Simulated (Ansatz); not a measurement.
`C=CB(Cl)Cl` + CH₃SH → `CSB(Cl)Cl` + ethylene at 700 K and 1 bar (ligand exchange at a B–C bond).

Program: Ansatz. Geometries: PBE0-D4/def2-TZVP. ΔE: electronic, gas phase. CCSD(T)/CBS is the MP2 limit (def2-TZVPP, def2-QZVPP) plus CCSD(T) − MP2 in def2-TZVPP, frozen cores. This one scheme is used for every species. One conformer a species, not always the lowest.

```json
{"species": "`C=CB(Cl)Cl`", "CCSD(T)/CBS energy (Eh)": "-1022.33002", "H − E (kJ/mol)": "192.3", "S (J/(mol·K))": "420.4"}
{"species": "CH₃SH", "CCSD(T)/CBS energy (Eh)": "-438.22835", "H − E (kJ/mol)": "160.2", "S (J/(mol·K))": "309.0"}
{"species": "`CSB(Cl)Cl`", "CCSD(T)/CBS energy (Eh)": "-1382.09730", "H − E (kJ/mol)": "187.9", "S (J/(mol·K))": "445.8"}
{"species": "`C=C`", "CCSD(T)/CBS energy (Eh)": "-78.48111", "H − E (kJ/mol)": "168.9", "S (J/(mol·K))": "268.4"}
```

H − E and S are ideal-gas, rigid-rotor, harmonic terms from PBE0-D4/def2-TZVP, for one conformer and one mirror image of each species. 1 Eh = 2625.50 kJ/mol, R = 8.31446 J/(mol·K).

Task: By hand: ΔE, ΔH, ΔS and ΔG.

Result: ΔE = (-1382.09730) + (-78.48111) − (-1022.33002) − (-438.22835) = -0.02004 Eh = -52.6 kJ/mol. Δ(H − E) = 187.9 + 168.9 − 192.3 − 160.2 = 4.3, so ΔH = -48.3 kJ/mol. ΔS = 445.8 + 268.4 − 420.4 − 309.0 = -15.2 J/(mol·K). ΔG = -48.3 − 700 × (-15.2)/1000 = -37.7 kJ/mol.

Task: By hand: the equilibrium constant, and the temperature at which ΔG would vanish if ΔH and ΔS stayed fixed.

Result: log₁₀ K = −ΔG/(RT ln 10) = 2.8. ΔG = 0 at ΔH/ΔS = 3178 K, far beyond where these terms or the molecules hold.

ΔH outweighs TΔS. A doubt of 5 kJ/mol in ΔE shifts log₁₀ K by 0.4 here. Other conformers and mirror images would add mixing entropy, several J/(mol·K) or more a flexible species. These are equilibria of isolated gas molecules and say nothing of rates. Largest T1 diagnostic: 0.012 (customary marks: 0.02 for closed shells, 0.045 for open ones).
